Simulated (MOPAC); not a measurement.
Input file for MOPAC: PM3 on CH4Cd (SMILES [CH3][CdH]), a point of a bond scan (R = 3.870 Å).

```
PM3 1SCF PRECISE CHARGE=0 THREADS=1
CH4Cd

Cd    -0.28068773 1    -0.15103297 1    -0.04141861 1
H     -3.65998097 1    -1.96936929 1    -0.54007110 1
C      1.58135131 1     0.85089642 1     0.23334606 1
H      2.03123692 1     0.55928180 1     1.18282066 1
H      1.43288682 1     1.93112443 1     0.23532541 1
H      2.27072534 1     0.59541191 1    -0.57190501 1
```

Program output:

```
*******************************************************************************
 **                                                                           **
 **                              MOPAC v23.2.5                                **
 **                                                                           **
 *******************************************************************************
 ** MOPAC's Digital Object Identifier: https://doi.org/10.5281/zenodo.6511958 **
 **                                                                           **
 ** Please cite the open-source release paper for use of this MOPAC version:  **
 ** J. E. Moussa and J. J. P. Stewart (2026)                                  **
 ** MOPAC: An open-source semiempirical molecular orbital program             **
 ** J. Open Source Softw., 11(119), 8025, https://doi.org/10.21105/joss.08025 **
 *******************************************************************************

                              PM3 CALCULATION RESULTS

 *******************************************************************************
 *  PM3        - The PM3 Hamiltonian to be used
 *
 *
 *
 *                 CHARGE ON SYSTEM = 0
 *
 *
 *
 *  PRECISE    - TIGHTER CRITERIA TO BE USED
 *  1SCF       - DO 1 SCF AND THEN STOP
 *  THREADS=1  - MULTI-THREADING NOT USED
 *  T=         - A TIME OF 172800.0 SECONDS REQUESTED
 *  DUMP=N     - RESTART FILE WRITTEN EVERY 7200.0 SECONDS REQUESTED
 *******************************************************************************
PM3 1SCF PRECISE CHARGE=0 THREADS=1
 CH4Cd

   ATOM   CHEMICAL          X               Y               Z
  NUMBER   SYMBOL      (ANGSTROMS)     (ANGSTROMS)     (ANGSTROMS)

     1      Cd         -0.28068773  *  -0.15103297  *  -0.04141861  *
     2       H         -3.65998097  *  -1.96936929  *  -0.54007110  *
     3       C          1.58135131  *   0.85089642  *   0.23334606  *
     4       H          2.03123692  *   0.55928180  *   1.18282066  *
     5       H          1.43288682  *   1.93112443  *   0.23532541  *
     6       H          2.27072534  *   0.59541191  *  -0.57190501  *



          CARTESIAN COORDINATES

    NO.       ATOM           X           Y           Z

     1        Cd         -0.2807     -0.1510     -0.0414
     2         H         -3.6600     -1.9694     -0.5401
     3         C          1.5814      0.8509      0.2333
     4         H          2.0312      0.5593      1.1828
     5         H          1.4329      1.9311      0.2353
     6         H          2.2707      0.5954     -0.5719

  H: (PM3): J. J. P. STEWART, J. COMP. CHEM. 10, 209 (1989).
  C: (PM3): J. J. P. STEWART, J. COMP. CHEM. 10, 209 (1989).
 Cd: (PM3): J. J. P. STEWART, J. COMP. CHEM. 12, 320-341 (1991).

           Empirical Formula: C H4 Cd  =     6 atoms



      MOLECULAR POINT GROUP   :   C3v


      RHF CALCULATION, NO. OF DOUBLY OCCUPIED LEVELS = 5


 -------------------------------------------------------------------------------
 PM3 1SCF PRECISE CHARGE=0 THREADS=1
 CH4Cd



     1SCF WAS SPECIFIED, SO BFGS WAS NOT USED
     SCF FIELD WAS ACHIEVED


                              PM3 CALCULATION
                                                       MOPAC v23.2.5 Linux




          FINAL HEAT OF FORMATION =        161.48822 KCAL/MOL =     675.66673 KJ/MOL


          COSMO AREA              =         97.02 SQUARE ANGSTROMS
          COSMO VOLUME            =         67.85 CUBIC ANGSTROMS

          IONIZATION POTENTIAL    =          5.156388 EV
          HOMO LUMO ENERGIES (EV) =         -5.156 -1.087
          NO. OF FILLED LEVELS    =          5
          MOLECULAR WEIGHT        =        128.4526         POINT GROUP:  C3v

          MOLECULAR DIMENSIONS (Angstroms)

            Atom       Atom       Distance
            H     4    H     2     6.46161
            H     5    H     6     1.77136
            H     5    H     2     1.51471


          SCF CALCULATIONS        =          1





   ATOM   CHEMICAL          X               Y               Z
  NUMBER   SYMBOL      (ANGSTROMS)     (ANGSTROMS)     (ANGSTROMS)

     1      Cd         -0.28068773  *  -0.15103297  *  -0.04141861  *
     2       H         -3.65998097  *  -1.96936929  *  -0.54007110  *
     3       C          1.58135131  *   0.85089642  *   0.23334606  *
     4       H          2.03123692  *   0.55928180  *   1.18282066  *
     5       H          1.43288682  *   1.93112443  *   0.23532541  *
     6       H          2.27072534  *   0.59541191  *  -0.57190501  *

                             CARTESIAN COORDINATES

   1   Cd       -0.280687730    -0.151032970    -0.041418610
   2    H       -3.659980970    -1.969369290    -0.540071100
   3    C        1.581351310     0.850896420     0.233346060
   4    H        2.031236920     0.559281800     1.182820660
   5    H        1.432886820     1.931124430     0.235325410
   6    H        2.270725340     0.595411910    -0.571905010


           Empirical Formula: C H4 Cd  =     6 atoms



      MOLECULAR POINT GROUP   :   C3v


                  EIGENVALUES
 -28.57818 -13.50197 -13.50197 -10.74044  -5.15639  -1.08690   4.64713   4.64713
   4.66655  20.92892  20.92892  21.59160


              NET ATOMIC CHARGES AND DIPOLE CONTRIBUTIONS

  ATOM NO.   TYPE          CHARGE      No. of ELECS.   s-Pop       p-Pop
    1         Cd           0.957595        1.0424     1.01783     0.02458
    2          H          -0.511855        1.5119     1.51186
    3          C          -0.599861        4.5999     1.21805     3.38181
    4          H           0.051374        0.9486     0.94863
    5          H           0.051374        0.9486     0.94863
    6          H           0.051374        0.9486     0.94863
 DIPOLE           X         Y         Z       TOTAL
 POINT-CHG.     4.566     2.457     0.674     5.229
 HYBRID         0.383     0.206     0.057     0.439
 SUM            4.949     2.663     0.730     5.668


          ATOMIC ORBITAL ELECTRON POPULATIONS

     Atom    s        px        py        pz
    1 Cd   1.01783   0.01739   0.00578   0.00140
    2  H   1.51186
    3  C   1.21805   1.24888   1.09539   1.03754
    4  H   0.94863
    5  H   0.94863
    6  H   0.94863

 **********************
 *                    *
 * JOB ENDED NORMALLY *
 *                    *
 **********************




 == MOPAC DONE ==
```

The run finished.

Cost: about 0.03 core-seconds (a rough figure).
